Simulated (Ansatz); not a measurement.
Program: Ansatz. Geometries: PBE0-D4/def2-TZVP. ΔE: electronic, gas phase. CCSD(T)/CBS is the MP2 limit (def2-TZVPP, def2-QZVPP) plus CCSD(T) − MP2 in def2-TZVPP, frozen cores. This one scheme is used for every species. Functionals use def2-TZVPP. B3LYP here is the variant with VWN-RPA as its local correlation; programs differ in this. HSE06 is defined as in plane-wave codes.

`BC#CF` + `[OH][AlH2]` → `BC#C[O][AlH2]` + H–F  (substitution at a C–F bond)

| level | ΔE (kcal/mol) | difference from CCSD(T)/CBS |
| --- | --- | --- |
| PBE0-D4 | -16.9 | -0.1 |
| B3LYP-D4 | -16.4 | 0.4 |
| HSE06-D4 | -17.0 | -0.2 |
| ωB97X-V | -14.8 | 2.0 |
| B2PLYP | -15.9 | 0.9 |
| PBE-QIDH | -17.1 | -0.3 |
| PBE | -15.2 | 1.6 |
| r2SCANh | -16.1 | 0.7 |
| CAM-B3LYP | -14.7 | 2.1 |
| MP2/def2-TZVPP | -17.5 | -0.7 |
| CCSD(T)/CBS | -16.8 | 0 |

Largest T1 diagnostic among the species: 0.015.

From BLYP to BHLYP (50 % exact exchange), in def2-TZVPP and without D4, ΔE moves by −1.6 kcal/mol. At CCSD(T), def2-SVP lies +1.7 kcal/mol from the extrapolated value and def2-TZVPP +0.7 kcal/mol. Leaving LDA and LC-ωPBE aside and taking each functional with its dispersion term where it has one, the values spread over 2.2 kcal/mol, from PBE-QIDH to ωB97X-V. LDA lies −0.9 kcal/mol from PBE without D4.
